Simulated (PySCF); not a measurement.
[(Cl)3Hf]2S (singlet state).
Bonds: Hf1–Cl2, Hf1–Cl3, Hf1–Cl4, Hf1–S5, S5–Hf6, Hf6–Cl7, Hf6–Cl8, Hf6–Cl9.

Level of theory: PBE0-D3(BJ)/def2-SVP geometry optimisation, gas phase, def2 core potentials past Kr in PySCF.

Problem. How far are the bound atoms from Hf1?

Solution. 4 atoms: Cl3 2.324 Å, Cl2 2.324 Å, Cl4 2.325 Å, S5 2.376 Å. The nearest atom not counted as bound is Hf6, at 4.75 Å.

Problem. List the angles at Hf1.

Solution. 
| angle | degrees | distance of the outer atoms (Å) |
| --- | --- | --- |
| Cl3–Hf1–Cl4 | 110.8 | 3.83 |
| Cl2–Hf1–Cl4 | 110.7 | 3.82 |
| Cl2–Hf1–Cl3 | 110.4 | 3.82 |
| Cl2–Hf1–S5 | 109.5 | 3.84 |
| Cl3–Hf1–S5 | 107.7 | 3.80 |
| Cl4–Hf1–S5 | 107.6 | 3.79 |

Problem. What is the shape at Hf1?

Solution. Tetrahedral: angles from 107.6° to 110.8°; τ4 = (360° − α − β)/141° = 0.98 with α and β the two widest (0 for a square, 1 for a tetrahedron).

Problem. Give some angles away from the centre.

Solution. Hf1–S5–Hf6 173.5°, S5–Hf6–Cl8 111.2°.

Charge 0, singlet. Not checked by PBE0-D3(BJ)/def2-SVP frequencies.

Hardware: an Arm Neoverse V1 with one thread, no GPU, shared host with 32 logical CPUs at a one-minute load of 10. Cost: 6.1 min wall, 1.2 GiB resident at most. This is the geometry optimisation.
